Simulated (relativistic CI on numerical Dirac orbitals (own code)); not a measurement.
## Radial parameters of Hg³⁴⁺

These numbers are calculated, not measured: Dirac-Coulomb-Breit CI, orbitals from a KLI potential per configuration, a model potential for QED, unscaled Slater integrals (own radial code, finite nucleus).

Slater integrals F^k, G^k are unscaled and averaged over j, outside the closed core [Ar] 3d10; ζ comes from projecting the Hamiltonian with its Breit term on Σ l·s of the shell.

- 4s²4p⁶4d⁹4f: ζ(4d) = 80733, F^2(4d,4f) = 254670, F^4(4d,4f) = 165770, G^1(4d,4f) = 264120, G^3(4d,4f) = 181440, G^5(4d,4f) = 133110, ζ(4f) = 14747 cm⁻¹; <r>(4d) = 0.3956, <r^2>(4d) = 0.1791, <r>(4f) = 0.3737, <r^2>(4f) = 0.1591 (bohr units).
- 4s²4p⁵4d¹⁰4f: ζ(4p) = 671990, F^2(4p,4f) = 259640, G^2(4p,4f) = 208860, G^4(4p,4f) = 152580, ζ(4f) = 14698 cm⁻¹; <r>(4p) = 0.3906, <r^2>(4p) = 0.1729, <r>(4f) = 0.3738, <r^2>(4f) = 0.1592 (bohr units).
- 4s4p⁶4d¹⁰4f: G^3(4s,4f) = 185560, ζ(4f) = 14867 cm⁻¹; <r>(4s) = 0.3756, <r^2>(4s) = 0.1589, <r>(4f) = 0.3736, <r^2>(4f) = 0.159 (bohr units).

Averages of the first 10 configurations, taken without configuration mixing, which lowers the lowest level and can move excited configurations by several eV; other configurations of the list can lie among them:

```json
{"Configuration": "4s²4p⁶4d¹⁰", "Parity": "even", "States": "1", "Average energy above the lowest level (eV)": "0.1"}
{"Configuration": "4s²4p⁶4d⁹4f", "Parity": "odd", "States": "140", "Average energy above the lowest level (eV)": "244.5"}
{"Configuration": "4s²4p⁵4d¹⁰4f", "Parity": "even", "States": "84", "Average energy above the lowest level (eV)": "507.1"}
{"Configuration": "4s4p⁶4d¹⁰4f", "Parity": "odd", "States": "28", "Average energy above the lowest level (eV)": "716.0"}
{"Configuration": "4s²4p⁶4d⁹5s", "Parity": "even", "States": "20", "Average energy above the lowest level (eV)": "487.6"}
{"Configuration": "4s²4p⁶4d⁹5p", "Parity": "odd", "States": "60", "Average energy above the lowest level (eV)": "572.7"}
{"Configuration": "4s²4p⁶4d⁹5d", "Parity": "even", "States": "100", "Average energy above the lowest level (eV)": "679.8"}
{"Configuration": "4s²4p⁵4d¹⁰5s", "Parity": "odd", "States": "12", "Average energy above the lowest level (eV)": "751.1"}
{"Configuration": "4p⁶4d¹⁰4f²", "Parity": "even", "States": "91", "Average energy above the lowest level (eV)": "1434.7"}
{"Configuration": "4p⁶4d⁹4f³", "Parity": "odd", "States": "3640", "Average energy above the lowest level (eV)": "1679.8"}
```
